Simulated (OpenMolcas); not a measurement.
# I+: effect of the active space

```json
{"Program": "OpenMolcas", "Method": "CASSCF or its RAS form", "Basis": "ANO-RCC-VTZP", "Scalar Hamiltonian": "DKH2, point nucleus", "Spin-orbit coupling": "state interaction with AMFI integrals over the reference wave functions, term energies averaged over their components"}
```

A. 4 electrons in 3 orbitals (5p); 2S+1 = 3 even, 3 roots; 2S+1 = 1 even, 6 roots; cost roughly 3 core-seconds
B. 6 electrons in 4 orbitals (5s 5p); 2S+1 = 3 even, 3 roots; 2S+1 = 1 even, 6 roots; 2S+1 = 3 odd, 3 roots; 2S+1 = 1 odd, 3 roots; cost about 11 core-seconds
C. 6 electrons in 8 orbitals (5s 5p 6s 6p); 2S+1 = 3 even, 3 roots; 2S+1 = 1 even, 6 roots; 2S+1 = 3 odd, 3 roots; 2S+1 = 1 odd, 3 roots; cost of the order of 30 core-seconds
D. 6 electrons in 9 orbitals (RAS2 5s 5p; RAS3 5d, at most 2 electrons); 2S+1 = 3 even, 3 roots; 2S+1 = 1 even, 6 roots; 2S+1 = 3 odd, 3 roots; 2S+1 = 1 odd, 3 roots; cost roughly 28 core-seconds

Energies in cm⁻¹ above 5s² 5p⁴ ³P₂, the measured ground level; measured values from NIST Handbook of Basic Atomic Spectroscopic Data.

```
      Level      A      B      C      D  Measured
5s² 5p⁴ ³P₂    0.0    0.0    0.0    0.0       0.0
5s² 5p⁴ ³P₁   6181   6182   6106   6067      7087
5s² 5p⁴ ³P₀   6537   5981   5798   6136      6448
5s² 5p⁴ ¹D₂  15456  15456  15320  14756     13727
5s² 5p⁴ ¹S₀  33095  27779  27372  29206     29501
```

Deviations, from unrounded energies. A percentage is the sum of absolute deviations over the sum of measured energies, with the sign that they share, or ± where signs differ.

| Against measurement | Levels | A | B | C | D |
| --- | --- | --- | --- | --- | --- |
| mean absolute deviation (cm-1) | 4 | 1600 | 1200 | 1300 | 660 |
| fine structure of the ground term (%) | 2 | ±7.4 | -10.1 | -12.0 | -9.8 |
| other terms of the ground configuration (%) | 2 | +12.3 | ±8.0 | ±8.6 | ±3.1 |

D lies closest to measurement on these levels and A furthest from it. The largest miss of D in the table is 5s² 5p⁴ ¹D₂, by +1000 cm-1. The ranking rests on the paired levels alone, and a cruder setting can come out closer through cancelling errors.

Among A to D the level of the table that moves most is 5s² 5p⁴ ¹S₀, by 5700 cm-1 (lowest in C, highest in A).

With the s shell closed, the reference lacks s² → p² mixing (holds for A). Active for correlation alone: 6p 6s; no level in the range computed is led by a configuration that fills them, so any true level of that kind is missing (holds for C). The run also gave levels led by 5s² 5p³ 5d, which use shells meant for correlation; these and all levels above them are left out (holds for D). Measured partners are found by configuration, term and J. A level has none where our copy of the source lacks it or the pairing is in doubt (some pairs that miss far off the trend of their configuration count as doubtful), and it then counts in no deviation. Only configurations of the active space appear. The table leaves out levels that lie high or whose names do not pair safely across all columns.
